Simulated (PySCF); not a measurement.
# Computed records: CH5BGeO

Calculation on a computer-drawn molecule: the log of a Hartree-Fock and frozen-core CCSD(T) single point meant for a local Hartree-Fock minimum, with one planted fault or none, to be diagnosed. Offsets are logged minus clean, where the clean run is the same molecule without the fault. The reference is restricted for singlets and unrestricted otherwise, and also for a bond in bohr or an excited solution. Adding or removing an electron swaps singlet and doublet. The excited solution moves the top pair (singlet) or top alpha electron (doublet) to the lowest empty orbital. Highest occupied and lowest empty are orbital energies over both spins, largest force is the largest gradient component, triples share is (T) over the correlation energy, the T1 limit is 0.02 restricted and 0.045 unrestricted, electrons count all cores, a negative frequency is imaginary (commonest isotopes), and the dipole is about the centre of nuclear charge; on germanium a core potential holds 10 electrons, which the energies leave out, and 3d is frozen in MP2 and coupled-cluster steps. Program: PySCF 2.14.0.

```yaml
- formula: CH5BGeO
  logged_structure:
    atoms_angstrom:
      - [C, -1.6346, -1.1282, 1.3367]
      - [Ge, -0.7841, -0.1987, 0.0916]
      - [B, 1.2536, -0.3905, -0.2032]
      - [O, 1.8452, 0.3408, -1.1637]
      - [H, -1.1037, -1.8234, 1.9773]
      - [H, -2.7008, -1.0463, 1.5114]
      - [H, -1.5951, 0.7617, -0.7739]
      - [H, 1.889, -1.1485, 0.4812]
      - [H, 2.7781, 0.1996, -1.2393]
  given:
    meant_charge: 0
    meant_multiplicity: 1
    meant_basis: cc-pVDZ
    meant_basis_and_core_potential_on_germanium: "cc-pVDZ-PP ECP10MDF"
    logged_electrons: 56
    logged_basis_functions: 90
    logged_SCF_converged: "yes"
    logged_spin_squared: 2.0235
    "logged_highest_occupied [eV]": -6.152
    "logged_lowest_empty [eV]": 0.61958
    "logged_largest_force [hartree/bohr]": 0.075254
    logged_T1_diagnostic: 0.015275
    logged_D1_diagnostic: 0.059529
    logged_triples_share: 0.025438
    logged_CC_converged: "yes"
    "logged_dipole_magnitude [debye]": 1.4329
    logged_SCF_stable_within_its_kind: "yes"
    "logged_energy_HF [hartree]": -433.64574
    "logged_energy_CCSD(T) [hartree]": -434.16844
    possible_faults: "no fault, one electron removed, one electron added, multiplicity raised by two, geometry at a saddle point, SCF held on an excited solution, minimal basis STO-3G, one bond length entered in bohr, all coordinates scaled"
    drawn_bonds_atom: [1, 2, 3, 1, 1, 2, 3, 4]
    drawn_bonds_other_atom: [2, 3, 4, 5, 6, 7, 8, 9]
    drawn_bonds_order: [2, 1, 1, 1, 1, 1, 1, 1]
  results:
    planted_fault: "multiplicity raised by two"
    "HF_energy_offset_from_clean_run [kcal/mol]": 26.3
    "CCSD(T)_energy_offset_from_clean_run [kcal/mol]": 52.65
```
